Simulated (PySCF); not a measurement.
Al(Me)(SiH3)2, SMILES [CH3][Al]([SiH3])[SiH3] (PBE0/def2-SVP optimised geometry):

```
13

Al    -0.472     0.507     0.000
C     -1.469     2.197     0.000
H     -1.251     2.764    -0.923
H     -1.146     2.841     0.837
H     -2.560     2.070     0.067
Si     1.994     0.507     0.000
H      2.531    -0.289    -1.154
H      2.519    -0.142     1.249
H      2.603     1.875    -0.079
Si    -1.668    -1.651     0.001
H     -0.759    -2.841    -0.054
H     -2.603    -1.748    -1.170
H     -2.511    -1.790     1.235
```

Method: PBE0/def2-TZVP run with PySCF 2.14.0.

Task: What are the frontier orbital energies and the dipole moment?

Result: HOMO-2 -9.52 eV, HOMO-1 -7.77 eV, HOMO -7.06 eV, LUMO -2.07 eV, LUMO+1 -0.21 eV; dipole moment 1.22 D.

On the same geometry PySCF 2.14.0 with PBE/def2-TZVP gives HOMO-2 -8.20 eV, HOMO-1 -6.61 eV, HOMO -6.06 eV, LUMO -2.81 eV, LUMO+1 -0.97 eV; dipole moment 1.24 D.

Meta-Löwdin charges at PBE0/def2-TZVP: Al1 0.50, C2 -0.64, H3 0.13, H4 0.13, H5 0.13, Si6 0.08, H7 -0.07, H8 -0.06, H9 -0.07, Si10 0.08, H11 -0.07, H12 -0.07, H13 -0.07.
